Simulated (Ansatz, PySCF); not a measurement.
Ge(All)(H)3 (C3H8Ge), SMILES C=C[CH2][GeH3].

Coordinates come from a B3LYP-D3(BJ)/def2-SVP optimisation. The values are those of a single conformer.

Vertical ionisation energy (IE) and electron affinity (EA) in eV. Rows of orbital energies are one-electron estimates. Where ΔSCF, EOM or ADC give a negative EA the extra electron is unbound and the value depends on the basis.

```
level                                                                  IE     EA
-------------------------------------------------------------------  ----  -----
−ε(HOMO), −ε(LUMO), HF/def2-TZVP (PySCF)                             9.39  -3.50
−ε(HOMO), −ε(LUMO), PBE/def2-TZVP (PySCF)                            6.02   0.93
ΔSCF, PBE0/def2-SVPD (Ansatz), final states of multiplicity 2 and 2  9.10  -1.36
ΔSCF, PBE/def2-SVPD (Ansatz), final states of multiplicity 2 and 2   9.03  -1.15
```

Problem. What vertical singlet–triplet gap does ΔSCF give with PBE0/def2-SVPD (Ansatz, a first-principles code) and with PBE/def2-SVPD (Ansatz)? (The exact figures need the calculation; the answer reports its results.)

Solution. 4.08 and 4.19 eV (triplet above singlet where positive).
